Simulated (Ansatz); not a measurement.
Cartesian coordinates in Å:
```
C 0.276 -1.786 1.227
O 0.569 -0.459 0.896
W 0.278 0.798 -0.431
O 1.777 1.545 -0.659
O -0.856 1.487 -1.808
O -0.711 1.927 0.708
F 0.284 -0.702 -1.609
H -0.659 -1.836 1.791
H 0.182 -2.377 0.311
H 1.087 -2.187 1.838
H -0.910 0.999 -2.633
H -1.318 2.590 0.369
```

Total charge 0; spin multiplicity 1. W: def2 effective core potential.

Question: List the r2SCAN/def2-TZVPP orbital energies in eV (the Gaussian-basis code of Ansatz). (Estimate.)

Answer: Computed: Occupied: -665.68, -516.96, -516.35, -516.15, -516.04, -274.98, -82.24, -45.97, -45.81, -45.77, -30.09, -27.27, -26.28, -25.94, -24.17, -18.29, -13.96, -13.47, -12.67, -12.46, -12.15, -11.58, -10.97, -10.59, -10.27, -10.02, -9.38, -9.11, -8.68, -8.27, -8.06, -7.95, -7.75. Lowest empty: -3.30, -1.47, -1.22, -0.37, 0.29, 0.78, 1.66, 1.97.
